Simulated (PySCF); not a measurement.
V: ionisation energy

V [Ar] 3d3 4s2 (4F) → V⁺ [Ar] 3d4 (5D), as a difference of total energies. All numbers are calculated (PySCF 2.14, the non-relativistic Hamiltonian (point nucleus), in aug-cc-pVTZ). Correlated levels: valence: [Ar] frozen. The calculations carry no spin-orbit coupling.

**Question.** Order these methods by the ionisation energy they give, lowest first.
A. PBE0
B. r2SCAN0
C. wB97X-V
D. B2PLYP

**Answer.** A (6.076 eV), C (6.116 eV), B (6.194 eV), D (6.475 eV).

These non-relativistic numbers lack the scalar-relativistic shift.

Errors of the correlated levels include the incompleteness of this basis and the frozen core.

For comparison: 6.732 eV (measured; NIST levels, between the centres of gravity of the two terms).
